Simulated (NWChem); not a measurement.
Species: GaH$_{3}$Se; SMILES [GaH2][SeH]

Program: NWChem. This build's default masses of Se (78.918 u) and Br (79.917 u) are each other's, which moves their modes by up to 0.6 %. Each level has its own optimisation; frequencies are unscaled.

For level PBE0/def2-SVP:

```yaml
r Ga–Se (Å): 2.322
r H–Se (Å): 1.471
highest harmonic frequency (cm⁻¹): 2462
lowest (cm⁻¹): 298
zero-point energy (kcal/mol): 13.6
dipole (D): 0.97
```

Problem. How do the values read with level Hartree-Fock/STO-3G instead?

Solution. 
| Item | Value |
|---|---|
| r Ga–Se (Å) | 2.222 |
| r H–Se (Å) | 1.439 |
| highest harmonic frequency (cm⁻¹) | 2899 |
| lowest (cm⁻¹) | 283 |
| zero-point energy (kcal/mol) | 15.6 |
| dipole (D) | 1.26 |
